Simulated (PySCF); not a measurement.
## Dipole moment and polarisability of `[SiH3]CC[SiH2]Cl`

Species: C2H9ClSi2.
SMILES with atom numbers: `[SiH3:1][CH2:2][CH2:3][SiH2:4][Cl:5]` (hydrogens: H6, H7, H8 on Si1; H9, H10 on C2; H11, H12 on C3; H13, H14 on Si4)

Structure used (PBE0-D3(BJ)/def2-SVP), in Å, numbered top down from 1:
```xyz
14
C2H9ClSi2 angstrom
Si     1.325    0.580    1.585
C      2.417   -0.239    0.277
C      3.404    0.681   -0.450
Si     4.799    1.383    0.593
Cl     5.687   -0.178    1.635
H      0.301   -0.395    2.069
H      2.132    1.047    2.754
H      0.626    1.767    0.998
H      1.738   -0.715   -0.452
H      2.961   -1.065    0.767
H      2.883    1.544   -0.906
H      3.885    0.147   -1.287
H      5.835    2.004   -0.279
H      4.324    2.382    1.592
```

Level: wB97X-D/def2-SVPD (PySCF), static field, nuclei fixed, core orbitals frozen in the response. The polarisability tensor in these axes (au):

```
x   100.64   0.60  -1.38
y     0.60  86.34  -2.63
z    -1.38  -2.63  86.88
```

What are the eigenvalues, a third of the trace, and Δα (Δα² = ½Σ(αi − αj)² over the three pairs)?

Principal values 83.95, 89.08 and 100.83 au; mean 91.29 au = 13.53 Å³ = 15.05 × 10⁻⁴⁰ C²·m²/J; Δα = 14.99 au (16 % of the mean).

What is the dipole moment, and where does it point?

(-0.91, 0.48, -1.62) D, 1.92 D in size, pointing from the negative to the positive side. Measured along this direction, the outermost atoms are Cl5 at the negative end and H11 at the positive end.

In TDDFT the mean static polarisability is Σ f/ω² over all singlet excitations (ω in hartree). How much of it do the 6 lowest give? Their energies (eV) and oscillator strengths: 7.47, 0.0050; 7.68, 0.0136; 7.94, 0.0188; 8.37, 0.0373; 8.50, 0.0308; 8.54, 0.0019.

They add up to 1.19 au, 1.3 % of the 91.29 au; the largest single term is 0.39 au, from the state at 8.37 eV. Terms in order: 0.07, 0.17, 0.22, 0.39, 0.32, 0.02 au. Higher excitations give the rest. The strengths listed sum to 0.108.

Orientational against electronic polarisability at 350 K (dilute gas, rigid molecules)?

In Gaussian units μ²/3kT = 25.35 Å³ against 13.53 Å³, a ratio of 1.87; the Debye molar polarisation (4π/3)N_A(α + μ²/3kT) is 98.1 cm³/mol, leaving out the vibrational part.

Rayleigh depolarisation ratio (linearly polarised light, static tensor)?

ρ = 3Δα²/(45ᾱ² + 4Δα²) = 673.8/(374985 + 898.4) = 0.00179.

Refractivity n − 1 of an ideal gas of it at 298.15 K and 1 atm, from the electronic α?

N = p/kT = 2.4615 × 10¹⁹ cm⁻³, so n − 1 = 2π × N × 13.53 × 10⁻²⁴ cm³ = 2092 × 10⁻⁶ at long wavelengths, for an ideal gas.

What molar refraction does this α imply?

Lorentz–Lorenz: R = (4π/3)N_A α = 2.5225 cm³/(mol·Å³) × 13.53 Å³ = 34.1 cm³/mol, in the limit of long wavelengths.

One conformer (not necessarily the lowest) at the PBE0-D3(BJ)/def2-SVP geometry, without solvent, vibrations or thermal averaging.
